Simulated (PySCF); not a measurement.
H6Al2O6, singlet (CAM-B3LYP/def2-SVP optimised geometry):

```
14

Al     1.416     0.000     0.000
Al    -1.416     0.000     0.000
O      0.000     1.180     0.000
H      0.000     2.140    -0.003
O      2.231    -0.011     1.496
H      3.187    -0.008     1.563
O      2.394     0.010    -1.393
H      2.110     0.022    -2.308
O      0.000    -1.180    -0.009
H      0.000    -2.140    -0.018
O     -2.379    -0.011     1.404
H     -2.084    -0.023     2.315
O     -2.245     0.012    -1.487
H     -3.203     0.011    -1.547
```

Method: CAM-B3LYP/def2-TZVP run with PySCF.

Question: What are the frontier orbital energies and the dipole moment?

Answer: HOMO-2 -10.25 eV, HOMO-1 -10.01 eV, HOMO -9.86 eV, LUMO 0.49 eV, LUMO+1 1.58 eV; dipole moment 0.05 D.

On the same geometry PBE/def2-TZVP (PySCF) gives HOMO-2 -6.97 eV, HOMO-1 -6.74 eV, HOMO -6.61 eV, LUMO -1.14 eV, LUMO+1 0.02 eV; dipole moment 0.04 D.

Meta-Löwdin charges at CAM-B3LYP/def2-TZVP: Al1 1.26, Al2 1.26, O3 -0.73, H4 0.38, O5 -0.80, H6 0.35, O7 -0.80, H8 0.35, O9 -0.73, H10 0.38, O11 -0.80, H12 0.35, O13 -0.80, H14 0.35.
